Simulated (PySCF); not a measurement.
Gas-phase reaction: 3 AlI + 3 Cl₂ = AlI₃ + 2 AlCl₃

Computed with PySCF and rigid-rotor harmonic-oscillator thermochemistry at 1 bar. The comparison is the NASA 1993 polynomial table, which mixes measured and estimated data. † marks an energy on the PBE0/def2-TZVP geometry and frequencies. MP2 and CCSD(T) freeze the core. All species are closed-shell singlets. I: scalar-relativistic def2 core potential, no spin-orbit coupling. MP2 isn't extrapolated to the basis-set limit; its ΔH°(298 K) is -1753.6 kJ in def2-SVP and -1712.5 kJ in def2-TZVPP. CCSD(T) isn't extrapolated to the basis-set limit; its ΔH°(298 K) is -1642.9 kJ in def2-SVP and -1615.4 kJ in def2-TZVPP. The harmonic model lacks anharmonicity and excited electronic states, which grow with temperature; levels with a mode under 35 cm⁻¹ are left out. Soft modes under 120 cm⁻¹ make the harmonic entropy rough for AlI₃. The table's entry may be an old estimate for AlI, AlI₃, AlCl₃ (not checked at source).

```json
[
 {"level": "table", "ΔH°(298 K), kJ": "-1566.3", "minus table": "-", "ΔG°(1600 K), kJ": "-934.2"},
 {"level": "CCSD(T)/def2-SVP†", "ΔH°(298 K), kJ": "-1642.9", "minus table": "-76.6", "ΔG°(1600 K), kJ": "-1012.1"},
 {"level": "CCSD(T)/def2-TZVPP†", "ΔH°(298 K), kJ": "-1615.4", "minus table": "-49.1", "ΔG°(1600 K), kJ": "-984.5"},
 {"level": "HF/def2-TZVP†", "ΔH°(298 K), kJ": "-1644.7", "minus table": "-78.4", "ΔG°(1600 K), kJ": "-1013.8"},
 {"level": "MP2/def2-SVP†", "ΔH°(298 K), kJ": "-1753.6", "minus table": "-187.3", "ΔG°(1600 K), kJ": "-1122.7"},
 {"level": "PBE0/def2-SVP†", "ΔH°(298 K), kJ": "-1655.8", "minus table": "-89.5", "ΔG°(1600 K), kJ": "-1024.9"},
 {"level": "LDA/def2-TZVP†", "ΔH°(298 K), kJ": "-1572.0", "minus table": "-5.7", "ΔG°(1600 K), kJ": "-941.1"}
]
```
